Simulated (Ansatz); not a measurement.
CoH₂S₂⁺, that is Co(SH)2 with one electron fewer. Charge 1, multiplicity 3. Geometry r2SCAN-D4/def2-TZVP, that of the neutral quartet; atoms count from 1.

```xyz
5

Co   -0.001   -0.001   -0.002
S     0.044   -2.149   -0.220
H     1.384   -2.280   -0.136
S    -0.044    2.147    0.221
H    -1.383    2.283    0.137
```

The charge 1 triplet is spin-contaminated (final ⟨S²⟩ up to 3.00, 2.00 for a pure state). At PBE0-D4/def2-TZVP a quintet of charge 1 lies 1.20 eV below the triplet, each at its own geometry.

**Question.** Estimate the Mulliken populations from the PBE0/def2-TZVP orbitals of Ansatz.

**Answer.** 
```tsv
atom	charge (e)	spin (α − β)	d electrons
Co1	0.49	0.49	7.68
S2	0.02	0.77	–
H3	0.23	-0.02	–
S4	0.02	0.77	–
H5	0.23	-0.02	–
```
Mulliken values and Mayer orders depend strongly on the basis.

**Question.** Where does the spin sit?

**Answer.** Summed by element: Co 0.49, S 1.55, H -0.04, of 2 unpaired in all. Largest on single atoms: S4 0.77, S2 0.77, Co1 0.49.

**Question.** And the Mayer bond orders between bonded heavy atoms (over 0.3)?

**Answer.** Co1–S2 1.04 (2.16 Å); Co1–S4 1.04 (2.16 Å).
